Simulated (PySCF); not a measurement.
Assignment exercise: C$_{7}$H$_{11}$N

Geometry:
```json
{"atom": "C1", "x (Å)": "-2.301", "y (Å)": "-1.660", "z (Å)": "0.961"}
{"atom": "C2", "x (Å)": "-1.561", "y (Å)": "-0.612", "z (Å)": "0.578"}
{"atom": "C3", "x (Å)": "-2.148", "y (Å)": "0.732", "z (Å)": "0.607"}
{"atom": "N4", "x (Å)": "-3.398", "y (Å)": "0.892", "z (Å)": "0.602"}
{"atom": "C5", "x (Å)": "-0.173", "y (Å)": "-0.783", "z (Å)": "0.165"}
{"atom": "C6", "x (Å)": "0.588", "y (Å)": "0.109", "z (Å)": "-0.462"}
{"atom": "C7", "x (Å)": "2.005", "y (Å)": "-0.135", "z (Å)": "-0.866"}
{"atom": "C8", "x (Å)": "2.952", "y (Å)": "0.836", "z (Å)": "-0.161"}
{"atom": "H9", "x (Å)": "-1.904", "y (Å)": "-2.662", "z (Å)": "0.974"}
{"atom": "H10", "x (Å)": "-3.323", "y (Å)": "-1.520", "z (Å)": "1.262"}
{"atom": "H11", "x (Å)": "-1.423", "y (Å)": "1.557", "z (Å)": "0.651"}
{"atom": "H12", "x (Å)": "-3.714", "y (Å)": "1.858", "z (Å)": "0.646"}
{"atom": "H13", "x (Å)": "0.238", "y (Å)": "-1.764", "z (Å)": "0.373"}
{"atom": "H14", "x (Å)": "0.207", "y (Å)": "1.090", "z (Å)": "-0.713"}
{"atom": "H15", "x (Å)": "2.288", "y (Å)": "-1.163", "z (Å)": "-0.629"}
{"atom": "H16", "x (Å)": "2.097", "y (Å)": "0.003", "z (Å)": "-1.948"}
{"atom": "H17", "x (Å)": "3.979", "y (Å)": "0.657", "z (Å)": "-0.470"}
{"atom": "H18", "x (Å)": "2.695", "y (Å)": "1.866", "z (Å)": "-0.401"}
{"atom": "H19", "x (Å)": "2.887", "y (Å)": "0.708", "z (Å)": "0.918"}
```

All values are calculated (PySCF 2.14): geometry from GFN2-xTB, shieldings: GIAO PBE0/pcSseg-1. A single conformation, relativity neglected, rapidly exchanging positions averaged, in vacuum.

References, each an isolated molecule treated in the same way: 13C (186.93 ppm), 1H (31.72 ppm) vs TMS.

Q: Assign these signals to the numbered atoms. 13C{1H} NMR (computed): δ 169.9 (CH), 148.2 (C), 139.9 (CH), 137.9 (CH), 128.3 (CH2), 33.4 (CH2), 17.8 (CH3).

A: 
| δ (ppm) | atoms | environment | reason |
| --- | --- | --- | --- |
| 169.9 | C3 | carbon bonded to C, N, H | – |
| 148.2 | C2 | carbon bonded to 3 C | – |
| 139.9 | C6 | carbon bonded to 2 C, H | – |
| 137.9 | C5 | carbon bonded to 2 C, H | – |
| 128.3 | C1 | carbon bonded to C, 2 H | – |
| 33.4 | C7 | carbon bonded to 2 C, 2 H | – |
| 17.8 | C8 | carbon bonded to C, 3 H | – |

C6 and C5 lie closer than the usual error of such a calculation, so a measured spectrum could show them in the other order.

Q: Assign these signals to the numbered atoms. 1H NMR (400 MHz, computed): δ 11.21 (br s, 1H), 8.74 (s, 1H), 6.73 (br s, 1H), 6.59 (d, 1H), 6.10 (m, 1H), 5.42 (br s, 1H), 2.25 (m, 2H), 1.12 (t, 3H).

A: 
11.21 → H12, hydrogen on a nitrogen bonded to C
8.74 → H11, hydrogen on a carbon bonded to C, N
6.73 → H10, hydrogen on a carbon bonded to C
6.59 → H13, hydrogen on a carbon bonded to 2 C
6.10 → H14, hydrogen on a carbon bonded to 2 C
5.42 → H9, hydrogen on a carbon bonded to C
2.25 → H15/H16, hydrogen on a carbon bonded to 2 C
1.12 → H17/H18/H19, hydrogen on a carbon bonded to C

OH/NH shifts are gas-phase values; hydrogen bonding in solution moves them, usually downfield. Shifts are as computed. Against solution values, carbons near 30 ppm lie about +3 ppm off and those near 130 ppm about +5 ppm. Of 1309 compounds with measured shifts, 239 miss one by over three times the rms of a fit or turn the order of signals round; such compounds aren't used in these exercises. No couplings were computed; multiplicities are counted from neighbouring protons, with m where these are inequivalent, close in shift, in a saturated or five-membered ring or joined by F or P, and br s for small geminal =CH2 splittings.
